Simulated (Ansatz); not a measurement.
Harmonic frequencies (cm⁻¹) at PBE0-D4/def2-TZVP from Ansatz: 107, 107, 179, 179, 220, 374, 374, 437, 641, 641, 665, 2342.

Which molecule is it?
A. `N#C[Si](Cl)(Cl)Cl`
B. `O[SiH](O)Br`
C. `C#C[SiH](C)Cl`
D. `N#C[SiH](F)Cl`

A.
